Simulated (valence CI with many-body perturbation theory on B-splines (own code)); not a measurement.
**E1 transitions of Zn17+**

Level of theory: valence CI with perturbative core correlation (CI+MBPT): three valence electrons over a frozen Dirac-Fock core [Ne], a basis of 11 s, 11 p, 9 d, 7 f, 5 g, 2 h, 1 i functions for each j, with the one-electron correlation potential Σ1, the two-electron term Σ2, the three-electron term Σ3, Breit, model QED; selected CI, second order for the rest (own B-spline code, finite nucleus).

No measured spectrum was set against this ion. As an estimate, levels of excited configurations hold to 0.05 to 0.15 % of their energy, terms of the ground configuration to about 0.5 %.

Lines 101 to 150 of 267 in falling wavelength, among levels below 1446900 cm⁻¹, chosen from the strongest by gf and those to the six lowest levels. Wavelengths and rates use the calculated energies, so an error of 400 cm⁻¹ moves a line at 219.7 Å by 0.088 % and its rate by three times that or more. Electric multipoles are in the length gauge, E1 and E2 with the static RPA response of the core. Weak lines are less certain than strong ones. Lines between different terms over intervals too small for the method are left out, as are lines whose strength nearly cancels. Where a level lies close to another of its J and parity, the split of strength between their lines is uncertain. The highest levels of a list are the least certain.

Names give the largest LS component (configuration and term), which can be under half, so a name can repeat, a term be missing and a line seem to break the LS rules; names also repeat where a configuration has a term twice. Letters in brackets count levels of one name in rising energy.

| λ vac (Å) | Upper | Lower | A (s⁻¹) | log gf | Branch % |
| --- | --- | --- | --- | --- | --- |
| 219.7 | 3p2 3d 2P_3/2 [b] | 3s 3p 3d 2F°_5/2 [a] | 6.27e+09 | -0.74 | 12.4 |
| 219.2 | 3p2 3d 4D_3/2 | 3s 3p 3d 4F°_5/2 | 9.08e+09 | -0.58 | 28.3 |
| 219.1 | 3p3 2P°_3/2 | 3s 3p2 2D_3/2 | 1.53e+09 | -1.36 | 6.4 |
| 219.1 | 3p2 3d 2D_3/2 [b] | 3s 3p 3d 2D°_5/2 [a] | 6.32e+09 | -0.74 | 16.7 |
| 218.8 | 3p2 3d 2F_5/2 [b] | 3s 3p 3d 2F°_5/2 [a] | 1.31e+10 | -0.25 | 15.8 |
| 218.8 | 3p2 3d 4D_5/2 | 3s 3p 3d 4F°_5/2 | 7.23e+09 | -0.51 | 24.0 |
| 218.6 | 3p3 2D°_3/2 | 3s 3p2 4P_1/2 | 1.57e+09 | -1.35 | 12.9 |
| 218.0 | 3p2 3d 4P_1/2 | 3s 3p 3d 4D°_1/2 | 9.72e+09 | -0.86 | 10.6 |
| 216.9 | 3p3 4S°_3/2 | 3s 3p2 4P_3/2 | 1.53e+10 | -0.36 | 35.6 |
| 216.0 | 3p2 3d 4D_7/2 | 3s 3p 3d 4F°_7/2 | 4.59e+09 | -0.59 | 16.5 |
| 215.3 | 3p2 3d 2G_9/2 | 3s 3p 3d 4F°_9/2 | 3.33e+09 | -0.64 | 27.8 |
| 215.2 | 3p2 3d 4D_3/2 | 3s 3p 3d 4F°_3/2 | 4.61e+09 | -0.89 | 14.3 |
| 214.3 | 3p2 3d 4P_3/2 | 3s 3p 3d 4D°_3/2 | 3.58e+09 | -1.01 | 4.6 |
| 212.3 | 3s 3p 3d 2D°_3/2 [b] | 3s2 3d 2D_5/2 | 1.84e+10 | -0.30 | 20.0 |
| 211.5 | 3s 3p2 2S_1/2 | 3s2 3p 2P°_1/2 | 3.43e+10 | -0.34 | 100.0 |
| 211.4 | 3s 3p 3d 2P°_1/2 [b] | 3s2 3d 2D_3/2 | 3.79e+10 | -0.29 | 42.5 |
| 210.9 | 3s 3p2 2P_1/2 | 3s2 3p 2P°_3/2 | 3.17e+10 | -0.37 | 76.3 |
| 210.1 | 3s 3p 3d 2D°_5/2 [b] | 3s2 3d 2D_5/2 | 2.81e+10 | 0.05 | 27.4 |
| 210.1 | 3s 3p 3d 2D°_3/2 [b] | 3s2 3d 2D_3/2 | 9.86e+09 | -0.58 | 10.7 |
| 210.0 | 3s 3p 3d 2P°_3/2 [b] | 3s2 3d 2D_5/2 | 2.08e+10 | -0.26 | 23.0 |
| 208.9 | 3p3 4S°_3/2 | 3s 3p2 4P_1/2 | 8.04e+09 | -0.68 | 18.7 |
| 207.8 | 3s 3p 3d 2P°_3/2 [b] | 3s2 3d 2D_3/2 | 2.09e+10 | -0.27 | 23.1 |
| 207.8 | 3p2 3d 2P_3/2 [b] | 3s 3p 3d 2D°_3/2 [a] | 6.73e+09 | -0.76 | 13.4 |
| 207.0 | 3p2 3d 2F_5/2 [b] | 3s 3p 3d 2D°_3/2 [a] | 1.24e+10 | -0.32 | 14.9 |
| 206.1 | 3s 3p2 2P_3/2 | 3s2 3p 2P°_3/2 | 4.62e+10 | 0.07 | 79.5 |
| 203.4 | 3s 3p 3d 4P°_5/2 | 3s 3p2 2D_3/2 | 1.20e+08 | -2.35 | 0.3 |
| 202.5 | 3p2 3d 2F_7/2 [a] | 3p3 2D°_5/2 | 4.54e+09 | -0.65 | 38.0 |
| 202.2 | 3p2 3d 2D_5/2 [b] | 3s 3p 3d 2D°_5/2 [a] | 5.16e+09 | -0.72 | 13.9 |
| 201.9 | 3s 3p 3d 4D°_3/2 | 3s 3p2 2D_3/2 | 1.35e+09 | -1.48 | 2.9 |
| 201.4 | 3p2 3d 2F_7/2 [b] | 3s 3p 3d 2D°_5/2 [a] | 1.51e+10 | -0.13 | 17.8 |
| 201.2 | 3s 3p 3d 4D°_1/2 | 3s 3p2 2D_3/2 | 9.71e+05 | -4.93 | 0.0 |
| 201.0 | 3s 3p 3d 4F°_3/2 | 3s 3p2 4P_5/2 | 3.09e+06 | -4.13 | 0.3 |
| 197.8 | 3p2 3d 2D_5/2 [a] | 3p3 2P°_3/2 | 9.10e+09 | -0.49 | 12.7 |
| 197.6 | 3s 3p 3d 4F°_5/2 | 3s 3p2 4P_5/2 | 3.44e+08 | -1.92 | 29.9 |
| 196.9 | 3p2 3d 2P_3/2 [a] | 3p3 2D°_5/2 | 1.48e+10 | -0.46 | 46.6 |
| 195.4 | 3s 3p 3d 2P°_3/2 [a] | 3s 3p2 2P_3/2 | 1.07e+10 | -0.61 | 14.7 |
| 194.7 | 3s 3p2 2P_1/2 | 3s2 3p 2P°_1/2 | 9.82e+09 | -0.95 | 23.6 |
| 193.8 | 3s 3p 3d 4F°_3/2 | 3s 3p2 4P_3/2 | 3.54e+08 | -2.10 | 32.9 |
| 193.3 | 3p2 3d 4P_3/2 | 3p3 2P°_1/2 | 4.45e+09 | -1.00 | 5.7 |
| 192.8 | 3s 3p 3d 4F°_7/2 | 3s 3p2 4P_5/2 | 1.08e+09 | -1.32 | 97.1 |
| 192.5 | 3s 3p 3d 4D°_5/2 | 3s 3p2 2D_3/2 | 5.34e+08 | -1.75 | 1.1 |
| 192.2 | 3s 3p 3d 4P°_1/2 | 3s 3p2 2D_3/2 | 1.31e+08 | -2.84 | 0.4 |
| 192.1 | 3p2 3d 2P_3/2 [a] | 3p3 2D°_3/2 | 4.39e+09 | -1.01 | 13.8 |
| 192.1 | 3s 3p 3d 4P°_3/2 | 3s 3p2 2D_3/2 | 5.59e+08 | -1.91 | 1.3 |
| 191.1 | 3p3 2P°_3/2 | 3s 3p2 4P_5/2 | 3.38e+08 | -2.13 | 1.4 |
| 190.7 | 3s 3p 3d 4F°_5/2 | 3s 3p2 4P_3/2 | 5.20e+08 | -1.77 | 45.2 |
| 190.6 | 3s 3p2 2P_3/2 | 3s2 3p 2P°_1/2 | 1.19e+10 | -0.59 | 20.4 |
| 189.3 | 3p2 3d 4D_3/2 | 3p3 2D°_5/2 | 4.01e+09 | -1.06 | 12.5 |
| 189.0 | 3s 3p 3d 2D°_5/2 [a] | 3s 3p2 2D_5/2 | 3.24e+10 | 0.02 | 74.7 |
| 188.7 | 3p3 2P°_1/2 | 3s 3p2 4P_3/2 | 8.36e+07 | -3.05 | 0.3 |

Problem. How does gf follow from A for the line at 192.2 Å?

Solution. gf = 1.4992 × (2J+1)_upper × A / σ², with σ = 520355 cm⁻¹ and 2J+1 = 2: gf = 0.00145.
